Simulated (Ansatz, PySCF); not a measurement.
Potential energy curve for NaN, lowest triplet found (which spin is the ground state isn't settled by this scan). Each curve is given relative to its own lowest point between 1.97 and 2.82 Å, where full CI is lowest.

```csv
R / Å,A,B,C,D
1.97,29.7,38.1,36.4,27.6
2.08,9.7,14.3,13.0,8.9
2.14,4.0,6.9,5.9,3.6
2.25,0.0,0.5,0.0,0.0
2.34,1.1,0.0,0.1,1.3
2.39,2.8,1.0,1.4,3.1
2.48,7.3,4.5,5.4,7.7
2.54,11.1,7.6,8.9,11.5
2.70,22.4,17.4,19.8,22.8
2.82,31.5,25.1,28.3,31.5
2.97,42.6,34.3,38.2,41.9
3.17,56.3,44.8,48.6,54.2
3.43,71.5,55.7,56.8,67.4
3.79,87.9,66.9,61.1,80.9
4.18,100.4,73.7,61.8,90.6
4.70,111.2,—,—,98.3
5.24,117.8,—,—,102.5
5.92,122.4,—,—,105.0
6.84,125.4,—,—,106.1
8.03,127.1,—,—,106.4
```

Energies in kJ/mol.

Assign the columns to these levels of theory: CCSD on ROHF/aug-cc-pVDZ, frozen core (Ansatz, an electronic-structure program); Ansatz with CCSD(T) on ROHF/aug-cc-pVDZ, frozen core; unrestricted B3LYP/6-31G*, spherical d run with PySCF 2.14.0; unrestricted PBE/aug-cc-pVDZ in Ansatz.

A is UKS-PBE; B is ROCCSD(T); C is ROCCSD; D is UKS-B3LYP/6-31G*.

Dashes: no converged value, or the column stops at the first point that the program doubted or that broke a chosen test of continuity, which isn't proof of a fault.

The scan ran from 1.72 to 8.03 Å; beyond the distances shown full CI changes its symmetry label. The unrestricted determinant behind UKS-B3LYP/6-31G* is spin-contaminated at 1.97 to 8.03 Å (<S²> up to 3.0, against 2.00 for a pure triplet). The unrestricted determinant behind UKS-PBE is spin-contaminated at 2.25 to 8.03 Å (<S²> up to 2.9, against 2.00 for a pure triplet). The T1 diagnostic of CCSD on the restricted reference of ROCCSD(T), ROCCSD exceeds 0.045 at 1.97 to 5.92 Å.
